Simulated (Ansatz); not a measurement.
One change: `C=NBC[SiH3]` becomes `OBC[SiH3]`.

Ansatz, PBE0-D4/def2-TZVP geometries, multiplicity 1. Each molecule was computed in one conformer, which needn't be the lowest.

```csv
property,`C=NBC[SiH3]`
HOMO energy (ωB97M-V/def2-TZVPP) / eV,-9.80
LUMO energy (PBE/def2-TZVPP) / eV,-1.98
HOMO energy (PBE/def2-TZVPP) / eV,-6.27
LUMO energy (PBE0/def2-TZVPP) / eV,-0.89
LUMO energy (ωB97M-V/def2-TZVPP) / eV,1.26
size of the dipole moment (B3LYP/def2-TZVPP) / D,2.06
```

Problem. Give the same properties after the change, and the shifts. (Estimate.)

Solution. Computed: 
```tsv
property	`OBC[SiH3]`	shift
HOMO energy (ωB97M-V/def2-TZVPP) / eV	-10.82	-1.02
LUMO energy (PBE/def2-TZVPP) / eV	-1.13	0.85
HOMO energy (PBE/def2-TZVPP) / eV	-7.15	-0.88
LUMO energy (PBE0/def2-TZVPP) / eV	-0.16	0.73
LUMO energy (ωB97M-V/def2-TZVPP) / eV	1.70	0.44
size of the dipole moment (B3LYP/def2-TZVPP) / D	1.27	-0.79
```

With PBE0 the HOMO falls by 1.01 eV and the LUMO rises by 0.73 eV, so the gap widens by about 1.74 eV. PBE moves the HOMO by -0.88 eV and ωB97M-V by -1.02 eV. The zero-point energy changes by -41.6 kJ/mol with -6 modes. Dipoles are sizes alone; their direction can turn.

B3LYP here is the variant with VWN-RPA as its local correlation; programs differ in this.
